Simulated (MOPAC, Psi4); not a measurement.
Torsional profile of SMILES F[SiH2][SiH2]Cl (H4ClFSi2). Scanned: dihedral F1–Si2–Si3–Cl4; all other coordinates were relaxed at B3LYP-D3(BJ)/def2-SVP. Points at φ and −φ are mirror images. Heavy atoms are numbered in the order of the SMILES F[SiH2][SiH2]Cl, hydrogens after them in the order of the atoms that carry them; the mirror image has the same energies with the sign of each dihedral reversed.

Levels of theory: PM6, restricted, heats of formation // B3LYP-D3(BJ)/def2-SVP (MOPAC); PM3, restricted, heats of formation // B3LYP-D3(BJ)/def2-SVP (MOPAC); MP2/cc-pVTZ = DF-MP2 (frozen core)/cc-pVTZ // B3LYP-D3(BJ)/def2-SVP (Psi4).

Energies in kcal/mol, each method relative to its own lowest point.

| φ / ° | PM6 | PM3 | MP2/cc-pVTZ |
|---|---|---|---|
| -150 | 0.60 | 0.39 | 0.54 |
| -120 | 1.04 | 0.00 | 1.12 |
| -90 | 0.42 | 0.01 | 0.78 |
| -60 | 0.24 | 0.44 | 0.49 |
| -30 | 0.93 | 0.78 | 1.13 |
| 0 | 1.48 | 0.93 | 1.68 |
| 30 | 0.93 | 0.78 | 1.13 |
| 60 | 0.24 | 0.44 | 0.49 |
| 90 | 0.42 | 0.01 | 0.78 |
| 120 | 1.04 | 0.00 | 1.12 |
| 150 | 0.60 | 0.39 | 0.54 |
| 180 | 0.00 | 0.70 | 0.00 |
